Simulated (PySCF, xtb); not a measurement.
FeO₃, SMILES [O]=[Fe](=[O])=[O], multiplicity 1.

xtb with GFN2-xTB at its own geometry gives an orbital gap of 1.35 eV and a dipole moment of 0.00 D.

Geometry optimised at r2SCAN-D4/def2-SVP. The spin state was assumed, not searched.

Q: What does r2SCAN/def2-TZVPD run with PySCF give? (The exact figures need the calculation; the answer reports its results.)

A: gap 1.48 eV (levels -8.13 and -6.65 eV), dipole 0.00 D.
